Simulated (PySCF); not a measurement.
TiClO, SMILES [O]=[Ti][Cl] (connectivity only; charge and spin as stated), neutral, multiplicity 2. Atoms are numbered in the order given.

```xyz
3

Ti     0.3562     0.5884     0.0000
Cl    -0.1689    -1.6463     0.0000
O     -0.6208     1.8803     0.0000
```
Charge 0, spin multiplicity 2.

Geometry: B3LYP-D3(BJ)/def2-TZVP. The multiplicity is an assumed one; other spin states were not compared. The isomer is the one that the SMILES or the coordinates give; other isomers of the formula were not compared.

Computed with PySCF with TDA-LC-ωPBE/def2-SVPD.

Vertical excitations. Isolated molecule, no solvent.

Computed excitation energies, oscillator strengths and character:
```csv
state,energy (eV),λ (nm),f,main pairs
root 1,0.38,3279,0.000,"α HOMO→LUMO+1 67 %, α HOMO→LUMO+2 25 %"
root 2,1.05,1186,0.001,"α HOMO→LUMO 77 %, α HOMO→LUMO+5 13 %"
root 3,1.87,661,0.002,"α HOMO→LUMO+2 54 %, α HOMO→LUMO+6 32 %, α HOMO→LUMO+1 10 %"
root 4,2.54,488,0.001,"α HOMO→LUMO+3 63 %, α HOMO→LUMO+7 21 %"
root 5,4.42,280,0.002,"α HOMO→LUMO+5 30 %, α HOMO→LUMO+8 23 %, α HOMO→LUMO 14 %, α HOMO→LUMO+3 13 %"
root 6,4.51,275,0.002,"α HOMO−1→LUMO 42 %, α HOMO−5→LUMO 8 %, α HOMO−6→LUMO 7 %, α HOMO−3→LUMO 7 %"
root 7,4.77,260,0.004,"α HOMO−4→LUMO 54 %, α HOMO−2→LUMO 13 %"
root 8,4.78,260,0.002,"α HOMO−5→LUMO 37 %, α HOMO−3→LUMO 32 %"
root 9,4.87,254,0.000,"α HOMO−1→LUMO+1 37 %, α HOMO−5→LUMO+1 22 %, α HOMO−1→LUMO+2 12 %, α HOMO−6→LUMO+1 6 %"
root 10,5.12,242,0.001,"α HOMO−4→LUMO+1 40 %, α HOMO−4→LUMO+6 10 %, α HOMO−2→LUMO+1 8 %, β HOMO→LUMO 11 %"
```
Unrestricted roots are not spin-pure.
